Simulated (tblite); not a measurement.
Compound: C6H9FN (doublet state).
Atom-mapped SMILES: `[H]/[N:8]=[C:7]1\[C@H:2]([CH3:1])[CH2:3][CH:4][C@H:5]1[F:6]` (hydrogens: H9, H10, H11 on C1; H12 on C2; H13, H14 on C3; H15 on C4; H16 on C5; H17 on N8)

Structure optimised with GFN2-xTB, isolated species. This method treats the open shell by occupation alone, without spin polarisation.

Task: What internal coordinates does the optimisation give?

Result: 
| bond | length (Å) |
| --- | --- |
| C1–C2 | 1.523 |
| C2–C3 | 1.539 |
| C3–C4 | 1.478 |
| C4–C5 | 1.469 |
| C5–F6 | 1.420 |
| C5–C7 | 1.514 |
| C7=N8 | 1.251 |
| C2–C7 | 1.516 |
| C1–H9, C1–H10, C1–H11 | 1.088 |
| C2–H12 | 1.097 |
| C3–H13 | 1.099 |
| C3–H14 | 1.095 |
| C4–H15 | 1.073 |
| C5–H16 | 1.096 |
| N8–H17 | 1.018 |

Bonds in one row agree within 0.01 Å and their mean is given. A selection of angles:
| angle | degrees |
| --- | --- |
| C2–C1–H9 | 110.8 |
| C2–C1–H10 | 110.5 |
| H9–C1–H10 | 108.6 |
| H9–C1–H11 | 108.0 |
| C1–C2–C3 | 114.1 |
| C1–C2–C7 | 113.9 |
| C1–C2–H12 | 109.4 |
| C3–C2–C7 | 103.4 |
| C3–C2–H12 | 108.9 |
| C7–C2–H12 | 106.7 |
| C2–C3–C4 | 105.3 |
| C2–C3–H13 | 110.0 |
| C2–C3–H14 | 112.9 |
| C4–C3–H13 | 110.8 |
| C4–C3–H14 | 112.1 |
| H13–C3–H14 | 106.0 |
| C3–C4–C5 | 112.2 |
| C3–C4–H15 | 123.9 |
| C5–C4–H15 | 123.7 |
| C4–C5–F6 | 111.4 |
| C4–C5–C7 | 103.3 |
| C4–C5–H16 | 116.2 |
| F6–C5–C7 | 108.6 |
| F6–C5–H16 | 103.9 |
| C7–C5–H16 | 113.5 |
| C5–C7–N8 | 121.1 |
| C2–C7–C5 | 107.6 |
| C2–C7–N8 | 131.2 |
| C7–N8–H17 | 115.8 |

Dihedral angles: C1–C2–C3–C4 -145° (anticlinal); C2–C3–C4–C5 6° (synperiplanar); C3–C4–C5–F6 -104° (anticlinal); C4–C5–C7–N8 152° (antiperiplanar); C1–C2–C7–C5 154° (antiperiplanar); H17–N8–C7–C5 -179° (antiperiplanar).

The 5-membered ring C2–C3–C4–C5–C7 has internal angles of 103.3° to 112.2°; it is puckered, 0.13 Å rms from its mean plane, widest ring torsion 29°. C4 (carbon bonded to 2 C and H) is planar (angles 123.9°, 123.7° and 112.2°, sum 359.9°, 0.03 Å off the plane of its three neighbours). C7 (carbon bonded to 2 C and N) is planar (angles 131.2°, 121.1° and 107.6°, sum 359.9°, 0.02 Å off the plane of its three neighbours). The C–C distances run from 1.469 Å (C4–C5, drawn single) to 1.539 Å (C2–C3, drawn single), a spread of 0.070 Å. Of the pairs four or more bonds apart, C1···H17 is among the closest relative to their van der Waals radii: 2.70 Å, 93 % of the sum of Bondi's values.

Point group: C1 (no symmetry element, even within 0.4 Å). Its GFN2-xTB frequencies are all real (lowest 54 cm⁻¹). 3 starts were optimised and ended at 0.00, 0.67 and 0.68 kcal/mol (GFN2-xTB); the lowest of these is shown.

Hardware: one thread, Arm Neoverse V2 (aarch64), no GPU, shared host. Cost: 0.28 s. These figures are those of the optimisation.

One conformer stands for the species.

These are computed values.
